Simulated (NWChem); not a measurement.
## Correlation energy of ClGe

```xyz
2

Ge     0.0000     0.0000     0.7648
Cl     0.0000     0.0000    -1.4397
```
Charge 0, spin multiplicity 2.

All runs are NWChem calculations. All single points use one geometry, from UB3LYP/def2-SVP, a minimum by its harmonic frequencies.

Basis set: def2-TZVP. Each correlation energy counts from its own Hartree-Fock reference.

| method | correlation energy (mHa) |
|---|---|
| UMP2 | -385.5 |
| SCS-UMP2 | -367.1 |
| CCSD on ROHF | -409.7 |
| CCSD[T] on ROHF | -428.3 |
| CCSD(T) on ROHF | -427.3 |

The values span 61.2 mHa, from CCSD[T] on ROHF (lowest) to SCS-UMP2 (highest). 

The Hamiltonian is non-relativistic. The correlated methods keep 14 core orbitals frozen. This spin state was chosen for the runs; another may lie lower. The structure started from a generated list of species. The unpaired electrons of the parent sit in orbitals of symmetry b2 (C2v labels of the run); other states weren't searched. The stability of the SCF solutions was not checked. Open-shell Hartree-Fock references start from PBE0 orbitals. No row is a measurement; the coupled-cluster row has its own basis-set and correlation limits.
